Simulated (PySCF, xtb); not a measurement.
Ga(H)(Br)(NMe2) (C2H7BrGaN), SMILES C[N](C)[GaH][Br]. One conformer was computed; it need not be the lowest.

Harmonic wavenumbers (cm⁻¹) from GFN2-xTB (xtb) at its own minimum, in rising order: 61, 77, 129, 209, 234, 259, 282, 320, 322, 505, 540, 958, 1051, 1091, 1114, 1176, 1234, 1411, 1420, 1459, 1465, 1494, 1500, 1707, 2887, 2889, 2911, 2918, 2924, 2935.

Task: What does PBE0-D3(BJ)/def2-SVP (PySCF) give at its own minimum? (An estimate is asked for; the answer gives what the named calculation found.)

Result: 79, 100, 178, 239, 250, 287, 318, 336, 446, 586, 598, 1029, 1090, 1112, 1161, 1268, 1308, 1429, 1448, 1455, 1459, 1477, 1500, 2045, 2988, 2994, 3048, 3057, 3129, 3150. Paired by order, the mean absolute difference is 71 cm⁻¹ and the zero-point energies are 53.6 and 56.6 kcal/mol.
